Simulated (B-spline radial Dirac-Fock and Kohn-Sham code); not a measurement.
**W²⁺ in Watson spheres of different radius**

Model: Dirac-Fock ΔSCF + Breit + QED. Program: an atomic code on a B-spline grid. The ion, [Xe] 4f14 5d4, sits in a hollow sphere of charge Q = -2, a simple model of the Madelung potential. Inside the sphere an electron's potential energy is raised by the constant 14.40·|Q|/R eV, so binding energies fall by about that much as long as the orbitals stay inside.

```csv
radius (Å),14.40 |Q|/R (eV),1s (eV),2s (eV),2p1/2 (eV),2p3/2 (eV),3s (eV),3p1/2 (eV),3p3/2 (eV),3d3/2 (eV),3d5/2 (eV),4s (eV),4p1/2 (eV),4p3/2 (eV),4d3/2 (eV),4d5/2 (eV),4f5/2 (eV),4f7/2 (eV),5s (eV),5p1/2 (eV),5p3/2 (eV),5d (eV)
1.6,18.00,69528.7,12114.8,11551.2,10213.7,2834.0,2585.3,2292.5,1879.2,1816.8,609.5,506.0,438.1,268.0,255.5,40.98,38.85,89.43,56.40,46.54,6.64
2.7,10.67,69535.4,12121.4,11557.8,10220.3,2840.6,2592.0,2299.1,1885.9,1823.5,616.1,512.6,444.8,274.6,262.1,47.62,45.49,96.11,63.10,53.26,13.30
```

From the smallest to the largest radius 1s moves by +6.6 eV, while the constant potential alone would give +7.3 eV; the difference comes from charge outside the sphere and its screening.

Values without a named source are computed, but for edge energies of neutral atoms, which are taken from tables.
